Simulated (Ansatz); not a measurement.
## Molecular dynamics, step by step

SiH₂SF₂, singlet, CAM-B3LYP-D4/def2-SVP (Ansatz 0.2.0). Settings (timestep in fs, temperature in K; T counts 12 degrees of freedom):

```yaml
hamiltonian: {xc: {name: CAM-B3LYP}, dispersion: d4}
md: {n_steps: 30, timestep: 1.0, temperature: 700, ensemble: nvt_nose_hoover, seed: 901, initial_velocities: maxwell_boltzmann}
```

Start, the saddle point found with PBE0-D4 in triple zeta (not stationary at another level):

```tsv
atom	x (Å)	y (Å)	z (Å)
Si1	0.3093	-0.8152	0.3385
F2	-1.2134	-1.1502	0.6729
F3	0.6963	-1.7072	-0.9226
H4	0.9716	0.6562	0.5012
S5	0.0665	1.3402	-0.7669
H6	-0.8303	1.6763	0.1769
```

| step | time (fs) | potential energy less the start (meV) | kinetic energy (meV) | T (K) |
| --- | --- | --- | --- | --- |
| 0 | 0.00 | 0.0 | 361.9 | 700 |
| 2 | 2.00 | 46.1 | 317.0 | 613 |
| 4 | 4.00 | 110.2 | 253.1 | 490 |
| 6 | 6.00 | 168.4 | 195.5 | 378 |
| 8 | 8.00 | 190.2 | 174.7 | 338 |
| 10 | 10.00 | 128.8 | 235.9 | 456 |
| 12 | 12.00 | 9.4 | 354.9 | 686 |
| 14 | 14.00 | -128.6 | 493.0 | 953 |
| 16 | 16.00 | -254.0 | 616.7 | 1193 |
| 18 | 18.00 | -342.2 | 710.3 | 1374 |
| 20 | 20.00 | -562.5 | 922.9 | 1785 |
| 22 | 22.00 | -627.4 | 987.9 | 1911 |
| 24 | 24.00 | -576.2 | 937.9 | 1814 |
| 26 | 26.00 | -644.9 | 1002.9 | 1940 |
| 28 | 28.00 | -834.1 | 1181.2 | 2285 |
| 30 | 30.00 | -890.1 | 1230.7 | 2380 |

Step 10, positions (Å) and forces (eV/Å):

| atom | x | y | z | Fx | Fy | Fz |
| --- | --- | --- | --- | --- | --- | --- |
| Si1 | 0.313 | -0.828 | 0.322 | -1.714 | 0.402 | 3.623 |
| F2 | -1.276 | -1.193 | 0.719 | 1.434 | 0.336 | -0.694 |
| F3 | 0.722 | -1.662 | -0.916 | 0.325 | -1.501 | -2.487 |
| H4 | 1.052 | 0.680 | 0.305 | -0.309 | 0.542 | -0.261 |
| S5 | 0.077 | 1.342 | -0.779 | -0.095 | 0.669 | 0.239 |
| H6 | -0.647 | 1.943 | 0.228 | 0.358 | -0.449 | -0.420 |

Step 20, positions (Å) and forces (eV/Å):

| atom | x | y | z | Fx | Fy | Fz |
| --- | --- | --- | --- | --- | --- | --- |
| Si1 | 0.276 | -0.841 | 0.412 | 1.005 | -2.300 | 0.160 |
| F2 | -1.284 | -1.224 | 0.732 | 0.006 | -0.029 | -0.694 |
| F3 | 0.754 | -1.675 | -1.007 | -1.104 | 1.027 | 1.371 |
| H4 | 1.132 | 1.130 | -0.026 | 1.047 | 0.362 | 0.014 |
| S5 | 0.086 | 1.360 | -0.803 | -0.986 | 1.381 | -0.118 |
| H6 | -0.448 | 2.065 | 0.264 | 0.032 | -0.442 | -0.733 |

Step 26, positions (Å) and forces (eV/Å):

```json
{"atom": "Si1", "x": "0.263", "y": "-0.884", "z": "0.479", "Fx": "2.399", "Fy": "-1.606", "Fz": "-1.408"}
{"atom": "F2", "x": "-1.283", "y": "-1.241", "z": "0.723", "Fx": "-0.962", "Fy": "-0.203", "Fz": "-0.520"}
{"atom": "F3", "x": "0.752", "y": "-1.666", "z": "-1.042", "Fx": "-1.275", "Fy": "1.290", "Fz": "2.351"}
{"atom": "H4", "x": "1.439", "y": "1.585", "z": "-0.269", "Fx": "-2.172", "Fy": "-0.318", "Fz": "-1.131"}
{"atom": "S5", "x": "0.087", "y": "1.388", "z": "-0.825", "Fx": "2.500", "Fy": "0.412", "Fz": "0.113"}
{"atom": "H6", "x": "-0.404", "y": "2.070", "z": "0.195", "Fx": "-0.490", "Fy": "0.426", "Fz": "0.594"}
```

Last step (30):

Si1  (0.269, -0.924, 0.515)
F2  (-1.290, -1.254, 0.711)
F3  (0.737, -1.647, -1.042)
H4  (1.314, 1.862, -0.633)
S5  (0.100, 1.410, -0.838)
H6  (-0.437, 2.108, 0.192)
(Å)

The run took about 44 s on 2 CPU threads of an Arm Neoverse V1 (shared host).
